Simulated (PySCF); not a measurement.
CH₃BrFGa, SMILES [CH3][Ga]([F])[Br]. Atoms are numbered in the order given.

```xyz
7

Ga     0.0608     0.7470     0.0000
F      1.7298     1.3037     0.0000
Br    -0.1145    -1.5432     0.0000
C     -1.4051     2.0400     0.0000
H     -2.3761     1.5273     0.0000
H     -1.3189     2.6770     0.8932
H     -1.3189     2.6770    -0.8932
```

The structure is a stationary point at B3LYP-D3(BJ)/def2-SVP.

All values below come from r2SCAN/def2-TZVP run with PySCF.

ESP charges are fitted to the potential on shells at 1.4 to 2.0 van der Waals radii. Atomic charges (e):

```tsv
atom	IAO	ESP fit	Löwdin
Ga1	0.98	0.79	-0.01
F2	-0.52	-0.40	-0.12
Br3	-0.25	(withheld)	0.17
C4	-0.74	(withheld)	-0.47
H5	0.18	(withheld)	0.14
H6	0.18	(withheld)	0.14
H7	0.18	(withheld)	0.14
```

### Question
Complete the blanks. (The exact figures need the calculation; the answer reports its results.)

### Answer

- Br3, ESP fit: -0.26
- C4, ESP fit: -0.69
- H5, ESP fit: 0.15
- H6, ESP fit: 0.21
- H7, ESP fit: 0.21
